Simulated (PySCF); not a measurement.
## ²⁹Si chemical shifts

PySCF 2.14.0 with density-fitted response routines calculation with PBE0-D3(BJ)/def2-SVP geometry and GIAO PBE0/pcSseg-1 shieldings; no relativistic terms, no solvent, averaged over atoms made equivalent by symmetry, fast rotation or ring inversion, single conformer.

Shieldings were converted by a linear fit to measured shifts: ²⁹Si (scatter 9.7 ppm rms, 23.4 ppm with the 5 outliers that the fit left out vs TMS, solution or neat liquid). A few per cent of atoms miss by over 2 rms, more outside the fitted compound classes.

Q: Give the ²⁹Si shifts of `C#C[SiH2]/N=C/C=C/C`, `C#C[SiH2]/N=C\C=C/C`, `N#C[C@]1(C[SiH3])[C@@H]2C[C@@H]21`, `C=Cc1cccn1[SiH3]`, `C[SiH2]c1ccccn1`, `C#C[SiH2]/N=C/C=C\C`, `C=Cc1ccn([SiH3])c1`, `[SiH3]Cc1cccnc1`.

A: 
```json
{"compound": "C#C[SiH2]/N=C/C=C/C", "environment": "silicon bonded to C, N, 2 H", "δ (ppm)": "-55.1"}
{"compound": "C#C[SiH2]/N=C\\C=C/C", "environment": "silicon bonded to C, N, 2 H", "δ (ppm)": "-75.7"}
{"compound": "N#C[C@]1(C[SiH3])[C@@H]2C[C@@H]21", "environment": "silicon bonded to C, 3 H", "δ (ppm)": "-69.8"}
{"compound": "C=Cc1cccn1[SiH3]", "environment": "silicon bonded to N, 3 H", "δ (ppm)": "-54.2"}
{"compound": "C[SiH2]c1ccccn1", "environment": "silicon bonded to 2 C, 2 H", "δ (ppm)": "-48.7"}
{"compound": "C#C[SiH2]/N=C/C=C\\C", "environment": "silicon bonded to C, N, 2 H", "δ (ppm)": "-54.2"}
{"compound": "C=Cc1ccn([SiH3])c1", "environment": "silicon bonded to N, 3 H", "δ (ppm)": "-51.8"}
{"compound": "[SiH3]Cc1cccnc1", "environment": "silicon bonded to C, 3 H", "δ (ppm)": "-60.6"}
```
